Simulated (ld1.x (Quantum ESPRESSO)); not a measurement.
# What one change does to a pseudopotential (arsenic, RRKJ)

ld1.x (Quantum ESPRESSO) 7.5 input, shortened:

```
&input
   title='As', zed=33., rel=1, dft='PBESOL', iswitch=3,
   config='[Ar] 3d10 4s2 4p3 4d-2'
 /
 &inputp
   pseudotype=2, tm=.false., rho0=0.005, lloc=-2, rcloc=1.50,
   nlcc=.false.
 /
3
4S  1  0   2.00   0.00  1.80  1.80  0.0
4P  2  1   3.00   0.00  1.80  1.80  0.0
4D  3  2  -2.00  -0.15  1.90  1.90  0.0
 &test
   configts(1)='4s2 4p3'
 /
```

All-electron outer shells of the reference configuration (PBEsol, scalar-relativistic, ld1.x):

| shell | level (eV) | outermost node (bohr) | outermost maximum (bohr) |
| --- | --- | --- | --- |
| 3p | -133.47 | 0.22 | 0.52 |
| 3d | -40.64 | – | 0.47 |
| 4s | -14.50 | 0.73 | 1.61 |
| 4p | -5.20 | 0.78 | 1.97 |

Change: all radii scaled by about 0.85 (s 1.54, p 1.54, d 1.62 bohr); local potential all-electron potential smoothed inside 1.28 bohr (lloc = -2).

Cutoffs: the cutoffs (Ry, on a coarse ladder) from which the occupation-weighted sum of valence levels, in a spherical-Bessel basis at the reference potential, stays within 10 and 1 mRy of its value at 400 Ry; they do not see the model core or the augmentation charge, which bear on the density cutoff. Errors are all-electron minus pseudo energies relative to the spin-unpolarised reference configuration.

What does the change do?

The potential gets harder (35 Ry and 50 Ry → 40 Ry and 60 Ry); a bound ghost appears in d, which as a rule spoils a file; of the 7 tests that both files solve, the error grows in 2 and shrinks in 1 by more than 15 % and 0.3 meV (median size 5.6 → 11.0 meV). A smaller radius makes the pseudo-wave follow the all-electron one further in, where it bends more sharply, so more plane waves are needed.

```tsv
quantity	base	changed
cutoff, loose	35 Ry	40 Ry
cutoff, tight	50 Ry	60 Ry
loose cutoff by channel (10 mRy a level)	s 18 Ry, p 21 Ry	s 18 Ry, p 6 Ry
bound ghosts	none	d
error for 4s2 4p2, meV [ΔE 9.16 eV]	-3.3	-3.2
error for 4s2 4p1, meV [ΔE 27.10 eV]	-16	-18
error for 4s2 4p0, meV [ΔE 54.82 eV]	-36	-50
error for 4s1 4p0, meV [ΔE 105.45 eV]	+85	+57
error for 4s2 4p2.5, meV [ΔE 3.56 eV]	-0.9	-0.9
error for 4s1 4p3, meV [ΔE 19.27 eV]	+5.6	+11
error for 4s2 4p3.3, meV [ΔE -1.23 eV]	+0.1	+0.1
```

 A true bound ghost makes a file unfit for plane-wave use even where its test errors are small: the radial tests pick states by their node count and pass the ghost by.
